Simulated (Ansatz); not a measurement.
H8OSi3 (`O[SiH2][SiH2][SiH3]`) at its PBE0-D4/def2-TZVP geometry, where that method's forces vanish. Charge 0, multiplicity 1.

```
atom   x (Å)   y (Å)   z (Å)
  O1   3.024  -0.437  -0.175
 Si2   1.497  -0.669   0.415
 Si3  -0.109   0.715  -0.588
 Si4  -2.228   0.273   0.300
  H5   3.154  -0.534  -1.119
  H6   1.585  -0.380   1.868
  H7   1.057  -2.085   0.240
  H8   0.233   2.151  -0.384
  H9  -0.138   0.459  -2.059
 H10  -3.262   1.141  -0.324
 H11  -2.590  -1.149   0.057
 H12  -2.224   0.516   1.768
```

**Question.** For each bond, give half the difference of the two atoms' forces along it (eV/Å; positive pushes the atoms apart) under PBE-D4, r2SCAN-D4, B3LYP-D4, ωB97M-V in def2-TZVPP. (Estimate.)

**Answer.** Ansatz gave: 
```csv
bond,length (Å),PBE-D4,r2SCAN-D4,B3LYP-D4,ωB97M-V
O1–Si2,1.653,0.34,0.06,0.16,0.16
O1–H5,0.958,0.34,0.02,-0.02,-0.06
Si2–Si3,2.346,-0.14,0.00,0.06,0.02
Si2–H6,1.484,0.08,-0.02,-0.11,-0.15
Si2–H7,1.493,0.03,-0.02,-0.10,-0.14
Si3–Si4,2.340,-0.08,0.01,0.12,0.09
Si3–H8,1.490,0.10,-0.01,-0.09,-0.11
Si3–H9,1.493,0.10,-0.01,-0.09,-0.10
Si4–H10,1.488,0.09,-0.02,-0.08,-0.11
Si4–H11,1.488,0.09,-0.01,-0.07,-0.10
Si4–H12,1.488,0.09,-0.01,-0.07,-0.10
```

B3LYP here is the variant with VWN-RPA as its local correlation; programs differ in this.
